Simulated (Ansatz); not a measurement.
Reaction (formal exchange of groups at the Si–Al bond): `C[SiH2][AlH][SnH3]` + `C=COC` → `C=CO[SiH2]C` + `[CH3][AlH][SnH3]`

Calculated with Ansatz (gas phase, PBE0-D4/def2-TZVP geometries, no zero-point term in ΔE). CBS: MP2 limit from def2 TZ/QZ plus the TZ coupled-cluster correction, frozen cores. Functionals use def2-TZVPP. def2 core potentials past Kr. For Sn outer-core shells are correlated without core-valence functions, which leaves a few kJ/mol of doubt a bond. Each species was taken in one conformer, which may not be the lowest.

```
             level  ΔE (kJ/mol)  difference from CCSD(T)/CBS
            PBE-D4       -142.4                         26.2
               PBE       -141.7                         26.9
            r2SCAN       -163.0                          5.6
              PBE0       -149.5                         19.1
     HF/def2-TZVPP       -175.0                         -6.4
    MP2/def2-TZVPP       -177.9                         -9.3
SCS-MP2/def2-TZVPP       -174.4                         -5.8
   CCSD/def2-TZVPP       -166.7                          1.9
CCSD(T)/def2-TZVPP       -164.3                          4.3
    MP2/def2-QZVPP       -181.1                        -12.5
       CCSD(T)/CBS       -168.6                            0
```

Largest T1 diagnostic among the species: 0.013.

From PBE to PBE0 (25 % exact exchange), in def2-TZVPP and without D4, ΔE moves by −7.8 kJ/mol.
